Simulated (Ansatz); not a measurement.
```yaml
atoms:
  - { symbol: N, position_ang: [0.0000, 0.0000, 0.0000] }
  - { symbol: O, position_ang: [0.0000, 0.0000, 2.8750] }
```

Basis set: pcseg-2 (spherical functions). Charge 0, multiplicity 2.

Computed with Ansatz (development build ahead of 0.2.0); each method stands on the lowest determinant of its kind that the runs found. Restricted functionals stand beside restricted open-shell atoms, which can lie above the unrestricted atoms usual in DFT and then raise those values.

The atomization energy at this shape (free ground-state atoms in the same class of orbitals less the molecule, no zero-point energy) of doublet NO:

| method | atomization energy |
| --- | --- |
| PBE (unrestricted) | 0.11 eV |
| PBE (restricted open-shell) | -3.15 eV |
| UHF | -0.01 eV |

(1) What does PBE0 (unrestricted) give?

Results:

(1) 0.05 eV. Caution: the shape is not the minimum. Caution for PBE0 (unrestricted), PBE (unrestricted), PBE (restricted open-shell): charge can spread falsely over distant fragments. Caution for PBE0 (unrestricted), PBE (unrestricted), UHF: the unrestricted determinant is a mixture of spin states. Caution for PBE (restricted open-shell): an unrestricted determinant lies well below; the molecule lies well above its atoms at this level.
